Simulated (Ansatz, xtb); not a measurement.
## Isomers of C5H3NOS in order of energy

3 gas-phase structures of C5H3NOS, from a drawn sample of its isomers (lower ones may exist). Each was relaxed with GFN2-xTB:

A. `C#Cc1cc(O)sn1`, a singlet
B. `C#CC1=NSC(=O)C1`, a singlet
C. `C#CC1=CC(=O)SN1`, a singlet

**Question.** Estimate their order in r2SCAN-D4/def2-SVP energy at these geometries, lowest first.

**Answer.** Calculated order at r2SCAN-D4/def2-SVP: C (0.000), B (0.262), A (0.367) eV. CCSD(T)/def2-SVP + ΔMP2/def2-TZVPP after further relaxation puts A lowest instead.

Energies above the lowest of each column, in eV; the last columns are at PBE-D3(BJ)/def2-SVP geometries:

| structure | GFN2-xTB | HF/STO-3G | r2SCAN-D4/def2-SVP | PBE-D3(BJ)/def2-SVP | CCSD(T)/def2-SVP + ΔMP2/def2-TZVPP |
| --- | --- | --- | --- | --- | --- |
| C | 0.000 | 0.642 | 0.000 | 0.000 | 0.064 |
| B | 0.119 | 0.000 | 0.262 | 0.227 | 0.019 |
| A | 0.154 | 0.324 | 0.367 | 0.395 | 0.000 |

CCSD(T)/def2-SVP + ΔMP2/def2-TZVPP puts A lowest, with B within 1 kcal/mol; GFN2-xTB picks C, r2SCAN-D4/def2-SVP picks C, PBE-D3(BJ)/def2-SVP picks C. CCSD(T)/def2-SVP + ΔMP2/def2-TZVPP orders those it was run on as A (0.000), B (0.019), C (0.064) eV. Less than 1 kcal/mol parts A and B, so the order within that pair means little. Flexible structures stand in one conformer each, not always the lowest. The ΔMP2 step shifts differences by up to 0.189 eV, which makes them less sure. Large T1 diagnostics make some coupled-cluster values less sure. ΔMP2 is the change of the MP2 energy from the smaller to the larger basis.

Programs: Ansatz 0.2.0, xtb 6.7.1.
